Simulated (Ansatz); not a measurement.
Stepwise reaction of `O[Si](O)(Br)Br` with hydrogen chloride, as a gas-phase model of exchange steps in deposition or etching. ΔE in kJ/mol; ΔG adds harmonic PBE0-D4 terms to CCSD(T)/CBS, at 1 bar.

Computed with Ansatz on PBE0-D4/def2-TZVP structures; ΔE is electronic, products minus reactants. CCSD(T)/CBS is the MP2 limit (def2-TZVPP, def2-QZVPP) plus CCSD(T) − MP2 in def2-TZVPP, frozen cores. This one scheme is used for every species. DFT in def2-TZVPP. B3LYP here is the variant with VWN-RPA as its local correlation; programs differ in this. For Br outer-core shells are correlated without core-valence functions, which leaves a few kJ/mol of doubt a bond. Scalar relativity is left out up to krypton. One conformer a species, not always the lowest.

```
step                                            reaction  PBE-D4  B3LYP-D4  ωB97M-V  CCSD(T)/CBS  ΔG(600 K)
   1    `O[Si](O)(Br)Br` + HCl → `O[Si](Cl)(Br)Br` + H₂O     9.2      17.3     16.8         14.1       17.9
   2  `O[Si](Cl)(Br)Br` + HCl → `Cl[Si](Cl)(Br)Br` + H₂O     7.8      16.1     15.8         12.9       22.1
```

By hand: ΔE of the 2 steps together at CCSD(T)/CBS.

(14.1) + (12.9) = 27.0 kJ/mol, or 13.5 kJ/mol a step.

In ΔE the steps differ by no more than 1.2 kJ/mol. All are uphill at CCSD(T)/CBS. ΔG lies between 17.9 and 22.1 kJ/mol a step. PBE-D4 differs from CCSD(T)/CBS by -5.1 to -4.9 kJ/mol a step. Isolated molecules leave out the surface, adducts and barriers. Largest T1 diagnostic: 0.009.
